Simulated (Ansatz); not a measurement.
Two isomers of C2H6O3Si: A = `C=C[Si](O)(O)O`, B = `CO[SiH](O)C=O`.

Program: Ansatz. Geometries: PBE0-D4/def2-TZVP. ΔE: electronic, gas phase. CBS: MP2 limit from def2 TZ/QZ plus the TZ coupled-cluster correction, frozen cores. DFT in def2-TZVPP. B3LYP here is the variant with VWN-RPA as its local correlation; programs differ in this. Each species was taken in one conformer, which may not be the lowest.

Q: Which isomer does CCSD(T)/CBS put lower? Give the gap. (An estimate is asked.)

A: Computed: A, by 60.5 kcal/mol.

Q: Give E(B) − E(A) in kcal/mol with B3LYP-D4, PBE-D4, ωB97M-V, B3LYP, PBE0-D4, HF/def2-TZVPP, B2PLYP. (An estimate is asked.)

A: Ansatz gave: B3LYP-D4 55.9, PBE-D4 53.6, ωB97M-V 58.1, B3LYP 54.9, PBE0-D4 56.8, HF/def2-TZVPP 56.8, B2PLYP 57.1. None reverses the order clearly.

Largest T1 diagnostic: 0.014.

From PBE to PBE0 (25 % exact exchange), in def2-TZVPP and without D4, E(B) − E(A) moves by +3.3 kcal/mol. In def2-TZVPP, CCSD(T) changes the Hartree–Fock value by +1.9 kcal/mol (the triples alone add −0.3 kcal/mol) and MP2 by +4.6 kcal/mol.
